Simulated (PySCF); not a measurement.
Ionising SiI

UHF-CCSD; PySCF, spin-free X2C with a Gaussian nucleus, basis sets Si x2c-SVPall, I x2c-SVPall. Neutral (UHF): doublet (π ↑), Re = 2.473 Å, ωe = 359 cm⁻¹, De = 2.73 eV.

SiI⁺ (RHF): singlet (closed shell), Re = 2.331 Å, ωe = 461 cm⁻¹, De = 3.65 eV to Si⁺ + I. The energies at the minima are -7401.50549 hartree for SiI and -7401.25047 for SiI⁺.

Task: Work out the adiabatic ionisation energy, without and with harmonic zero-point energies (1 hartree = 27.2114 eV, 1 eV = 8065.5 cm⁻¹), and the change of the bond length.

Result: At CCSD: 0.25502 hartree = 6.939 eV between the minima; the zero-point term (461.0 − 359.0)/2 cm⁻¹ = +0.006 eV makes it 6.946 eV. Re changes by -14.2 pm against the neutral. The electron leaves a π orbital, and the shorter bond of the ion fits an antibonding orbital, or a change in how ionic the bond is.

Correlated steps freeze 23 core orbitals. Correlated levels converge slowly with the basis: in double zeta they bind strong bonds too weakly, by up to about 1 eV, and carry superposition errors of some tenths. Spin–orbit coupling is left out, which matters for elements this heavy, above all for dissociation energies. For an ion De counts to the pair picked by the measured ionisation energies or electron affinities, which need not be the lowest pair at this level. Where the molecule has an RHF reference, its open-shell atoms are computed with UHF. The CCSD T1 diagnostic is raised in SiI⁺, a sign that a single reference may not be enough there. States were picked by a PBE0 search and need not be the measured ground states.

Neutral and ion stand on different kinds of reference determinant, which adds to the error of the difference.
